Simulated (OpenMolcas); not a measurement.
Os2+ (d6) among equal point charges was computed by CASSCF with the d shell active (OpenMolcas, ANO-RCC-VDZP on the metal). Its lowest spin-free states, and all those of the highest spin:

```tsv
2S+1	Degeneracy	E (cm-1)
5	1	0.0
5	2	1159
5	2	5529
3	2	15616
3	2	16394
3	2	16620
3	2	16683
3	2	17313
3	1	17772
3	2	18213
3	2	18221
3	2	18600
```

Q: Is the site octahedral, tetrahedral or cube-like, axial, or of lower symmetry?

A: The states with 2S+1 = 5 have orbital degeneracies 1, 2, 2. There are pairs but no triples, so the site is axial: not cubic, but with a proper or improper axis of order three or more. The run had Os2+ among 3 point charges of -0.8 e arranged as a planar triangle (D3h), 2.22 Å from the ion.

Spin-orbit coupling mixes the spin-free states strongly: the lowest level takes only 55 % from its leading state, 5A1. Without dynamic correlation the repulsion within the d shell is too large (B by tens of per cent), so at a given field states of lower spin stand too high. Point charges give a weaker field than real ligands, and real ions of this kind are as a rule low spin; the high spin found here belongs to the model. Point charges carry no covalency, so the field is a model and not that of real ligands. An unlabelled pair can be two single states that coincide in this model. No measured value stands beside these numbers.
